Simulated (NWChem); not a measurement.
System: GeH₄O₂; SMILES [OH][GeH2][OH]

The following NWChem deck was run.

```
start job
memory heap 200 mb stack 900 mb global 1100 mb
geometry units angstroms noautosym nocenter noautoz
  Ge     0.000000     0.000000     0.293639
  O     -1.478036    -0.065634    -0.725011
  O      1.478036     0.065634    -0.725011
  H     -0.079532    -1.303919     1.117596
  H      0.079532     1.303919     1.117596
  H     -1.572241     0.753208    -1.237215
  H      1.572241    -0.753208    -1.237215
end
basis spherical
  * library def2-svpd
end
dft
  xc pbe0
  iterations 150
end
property
  response 1 0.0
end
task dft property
```

Structure relaxed at the B3LYP/6-31G* (spherical d) level.

Static field.

Q: Give the results of this calculation. (PBE0/def2-SVPD.) Quantities: isotropic polarisability (bohr³); anisotropy (bohr³).

A: 
```yaml
isotropic polarisability (bohr³): 40.1
anisotropy (bohr³): 2.1
```
